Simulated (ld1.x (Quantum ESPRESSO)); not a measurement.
u(r) = r·R(r): atom against pseudo-atom (Nd (Z = 60))

Columns: radius, all-electron u(r) and pseudo u(r) of the 5d shell (level -2.06 eV) of neodymium in the configuration [Kr] 4d10 4f4 5s2 5p6 5d0 6s2 6p0; LDA (PZ), scalar-relativistic, TM semilocal scheme, ld1.x (Quantum ESPRESSO) 7.5.

| r (bohr) | all-electron | pseudo |
| --- | --- | --- |
| 0.192 | 0.1324 | 0.0020 |
| 0.385 | -0.1525 | 0.0151 |
| 0.578 | -0.2301 | 0.0481 |
| 0.770 | -0.1042 | 0.1040 |
| 0.962 | 0.0768 | 0.1807 |
| 1.155 | 0.2426 | 0.2709 |
| 1.348 | 0.3710 | 0.3635 |
| 1.540 | 0.4610 | 0.4468 |
| 1.732 | 0.5193 | 0.5130 |
| 1.925 | 0.5534 | 0.5579 |
| 2.118 | 0.5690 | 0.5813 |
| 2.310 | 0.5716 | 0.5864 |
| 2.502 | 0.5651 | 0.5783 |
| 2.695 | 0.5523 | 0.5618 |
| 2.888 | 0.5354 | 0.5410 |
| 3.080 | 0.5160 | 0.5186 |
| 3.272 | 0.4951 | 0.4960 |
| 3.465 | 0.4733 | 0.4735 |
| 3.658 | 0.4512 | 0.4512 |
| 3.850 | 0.4291 | 0.4291 |
| 4.043 | 0.4072 | 0.4072 |
| 4.235 | 0.3858 | 0.3858 |
| 4.428 | 0.3648 | 0.3648 |
| 4.620 | 0.3446 | 0.3446 |
| 4.812 | 0.3250 | 0.3250 |
| 5.005 | 0.3060 | 0.3060 |

How many radial nodes do the two functions have?

The all-electron 5d function has n − l − 1 = 2; the pseudo-wave has 0, since the states of the same l below it are removed with the core.

At about which radius was the pseudo-wave matched?

3.85 bohr. The columns agree to 0.0005 from 3.46 bohr on; several derivatives are matched, so the curves merge somewhat inside the radius.

Is the pseudo-wave norm-conserving?

Yes: the TM semilocal scheme keeps the norm inside the radius equal to the all-electron one, which fixes the energy derivative of the logarithmic derivative at the level.
